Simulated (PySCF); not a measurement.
A structure optimised at PBE-D3(BJ)/def2-SVP, used in a PySCF frequency run:

```
V
O 1 1.5743
O 1 1.7756 2 109.35
H 3 0.9759 1 118.83 2 0.00
O 1 1.7756 2 109.35 3 -120.00
H 5 0.9759 1 118.83 2 0.00
O 1 1.7756 2 109.35 3 120.00
H 7 0.9759 1 118.83 2 0.00
```
Charge 0, spin multiplicity 1.

Task: Write its SMILES, formula and point group.

Result: [O]=[V]([OH])([OH])[OH], H3O4V, C3v

Task: What are its rotational constants (standard atomic weights)?

Result: 3.8201, 3.8201, 3.3210 GHz
